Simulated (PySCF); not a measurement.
**Vibration and rotation of BeSe⁻**

UHF-MP2 constants of BeSe⁻, ²Σ⁺ (doublet), unpaired electrons σ ↑ (PySCF, spin-free X2C with a Gaussian nucleus, basis sets Be aug-cc-pVDZ-DK, Se aug-cc-pVDZ-DK; masses 9.0122 and 79.9165 u):

```
ωe              : 755.7 cm⁻¹
ωexe            : 3.49 cm⁻¹
Be              : 0.54237 cm⁻¹
αe              : 0.00392 cm⁻¹
D (centrifugal) : 1.12e-06 cm⁻¹
```

Give the vibrational terms G(v) and spacings up to v = 6.

G(v) = ωe(v+½) − ωexe(v+½)².

```tsv
v	G(v) (cm⁻¹)	G(v) − G(v−1)	Bv (cm⁻¹)
0	377.0		0.5404
1	1125.7	748.7	0.5365
2	1867.4	741.7	0.5326
3	2602.2	734.8	0.5287
4	3330.0	727.8	0.5247
5	4050.8	720.8	0.5208
6	4764.6	713.8	0.5169
```

Correlated steps freeze 9 core orbitals. Spin–orbit coupling is left out. The state is the lowest determinant that a PBE0 search found; another state may lie lower at other levels.
